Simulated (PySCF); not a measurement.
Br2Zr, SMILES [Br][Zr][Br], multiplicity 1.

Geometry optimised at B3LYP-D3(BJ)/def2-SVP. The multiplicity is an assumed one; other spin states were not compared. The def2 effective core potentials stand for the cores of Zr; spin–orbit coupling is left out.

Method: M06-2X/def2-TZVPD (PySCF).

Task: Estimate the frontier levels, gap, dipole moment and polarisability. (An estimate is asked for; the answer gives what the named calculation found.)

Result: 
The highest occupied level is -6.55 eV, the lowest empty level is -2.39 eV and the orbital gap is 4.16 eV. The dipole moment is 1.48 D, the quadrupole, principal values (traceless, Buckingham form, about the centre of nuclear charge) comes out as -6.31, 0.59, 5.71 D·Å and the mean static polarisability is 113.2 bohr³ (16.77 Å³). The polarisability, principal values is 107.2, 108.5, 123.7 bohr³.
